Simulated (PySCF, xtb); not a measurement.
Al(OH)2 (AlH2O2), SMILES [OH][Al+][OH], charge +1.

GFN2-xTB run with xtb 6.7.1 at its own geometry gives an orbital gap of 3.63 eV.

Geometry: B3LYP-D3(BJ)/def2-TZVP. The spin state was assumed, not searched. The isomer is the one that the SMILES or the coordinates give; other isomers of the formula were not compared. Other conformers were not sampled.

Question: What does PBE0/def2-TZVPD run with PySCF give? (Estimate from the structure and the level; the computed values follow.)

Answer: gap 7.66 eV (levels -15.97 and -8.31 eV).
